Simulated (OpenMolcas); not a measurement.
# Co4+: effect of the IPEA shift

- Program: OpenMolcas
- Basis: ANO-RCC-VTZP [6s5p3d2f1g]
- Scalar Hamiltonian: DKH2, point nucleus
- Active space: 5 electrons in 10 orbitals (3d 4d)
- State averaging: 2S+1 = 6 even, 1 root; 2S+1 = 4 even, 24 roots; 2S+1 = 2 even, 53 roots
- Spin-orbit coupling: RASSI with atomic mean-field integrals over the reference wave functions, term energies averaged over their components

Methods on the same reference wave functions:
A. CASSCF
B. MS-CASPT2, IPEA 0 Eh, imaginary shift 0.1 Eh (closed shells correlated: 3s 3p)
C. MS-CASPT2, IPEA 0.25 Eh, imaginary shift 0.1 Eh (closed shells correlated: 3s 3p)

Energies in cm-1 above 3d5 6S 5/2, the measured ground level; measured values from Sugar and Corliss, J. Phys. Chem. Ref. Data 10, 1097 (1981).

```json
{"Level": "3d5 6S 5/2", "A": "0.0", "B": "0.0", "C": "0.0", "Measured": "0.0"}
{"Level": "3d5 4G 5/2", "A": "41432", "B": "39060", "C": "39150", "Measured": ""}
{"Level": "3d5 4G 7/2", "A": "41496", "B": "39130", "C": "39220", "Measured": ""}
{"Level": "3d5 4G 9/2", "A": "41545", "B": "39180", "C": "39270", "Measured": ""}
{"Level": "3d5 4G 11/2", "A": "41551", "B": "39190", "C": "39280", "Measured": "37218"}
{"Level": "3d5 4P 5/2", "A": "47450", "B": "43030", "C": "43240", "Measured": "40753"}
{"Level": "3d5 4P 3/2", "A": "47560", "B": "43150", "C": "43360", "Measured": "40891"}
{"Level": "3d5 4P 1/2", "A": "47700", "B": "43310", "C": "43510", "Measured": "41024"}
{"Level": "3d5 4D 7/2", "A": "51478", "B": "46720", "C": "46920", "Measured": "44709"}
{"Level": "3d5 4D 1/2", "A": "51581", "B": "46830", "C": "47030", "Measured": "44908"}
{"Level": "3d5 4D 3/2", "A": "51723", "B": "46990", "C": "47190", "Measured": ""}
{"Level": "3d5 4D 5/2", "A": "51774", "B": "47050", "C": "47240", "Measured": ""}
{"Level": "3d5 2I 11/2", "A": "59308", "B": "57210", "C": "57380", "Measured": ""}
{"Level": "3d5 2I 13/2", "A": "59449", "B": "57370", "C": "57540", "Measured": ""}
{"Level": "3d5 2D 5/2 [63 %]", "A": "66281", "B": "60210", "C": "60630", "Measured": "57083"}
{"Level": "3d5 2D 3/2", "A": "67122", "B": "60940", "C": "61360", "Measured": "57823"}
{"Level": "3d5 2F 7/2(1)", "A": "68558", "B": "62770", "C": "63180", "Measured": "59455"}
{"Level": "3d5 4F 9/2", "A": "68826", "B": "63590", "C": "63800", "Measured": "60830"}
{"Level": "3d5 4F 5/2 [74 %]", "A": "68830", "B": "63470", "C": "63730", "Measured": ""}
{"Level": "3d5 4F 7/2", "A": "68921", "B": "63690", "C": "63900", "Measured": "60974"}
{"Level": "3d5 4F 3/2", "A": "69259", "B": "63900", "C": "64120", "Measured": ""}
{"Level": "3d5 2F 5/2(1) [50 %]", "A": "70071", "B": "64340", "C": "64700", "Measured": ""}
{"Level": "3d5 2H 9/2 [72 %]", "A": "72461", "B": "68090", "C": "68390", "Measured": "64742"}
{"Level": "3d5 2H 11/2", "A": "72909", "B": "68840", "C": "69120", "Measured": "65284"}
```

Deviations, from unrounded energies. A percentage is the sum of absolute deviations over the sum of measured energies, with the sign that they share, or ± where signs differ.

```json
{"Against measurement": "mean absolute deviation (cm-1)", "Levels": "13", "A": "7400", "B": "2700", "C": "2900"}
{"Against measurement": "other terms of the ground configuration (%)", "Levels": "13", "A": "+14.3", "B": "+5.1", "C": "+5.6"}
```

B lies closest to measurement on these levels and A furthest from it. The largest miss of B in the table is 3d5 2H 11/2, by +3600 cm-1. The ranking rests on the paired levels alone, and a cruder setting can come out closer through cancelling errors.

Between B and C the level of the table that moves most is 3d5 2D 5/2 [63 %], by 420 cm-1 (lowest in B, highest in C). Moves below CASPT2's spread within the term are not significant.

The mean deviations of B to C differ by less than CASPT2's widest spread within a term (640 cm-1), so their order carries little weight.

From A to B the spin-free energies of the other terms of 3d5 shown, above 6S, scale by factors of 0.91 to 0.96, as is usual when dynamic correlation screens the repulsion within a d or f shell.

The lowest spin-free term lies below A's lowest term by 0.317 hartree in B, 0.312 hartree in C.

CASPT2 breaks the degeneracy within a term, and the mean is taken; among the terms shown or strongly mixed into the levels shown the widest spread is 640 cm-1 (3d5 2I, C). Some levels mix across a computed gap that differs much from the measured one, so their mixing is not that of the real levels. Active for correlation alone: 4d; no level in the range computed is led by a configuration that fills it, so any true level of that kind is missing. Without dynamic correlation excited terms often stand tens of per cent too high (terms of higher spin than the ground term too low), and those without a measured partner can miss by more than the paired ones (holds for A). Computed and measured levels are paired by configuration, term and J; levels that our copy of the source lacks, or whose pairing is in doubt (as where it misses far off the trend of its configuration), stay unpaired and out of the deviations. Levels of configurations outside the active space are missing. The table leaves out levels that lie high or whose names do not pair safely across all columns.

A share in square brackets marks a mixed level and gives the weight of the term that names it, the lowest over the columns. A number in round brackets counts repeated terms of one configuration in the order of the reference energies.
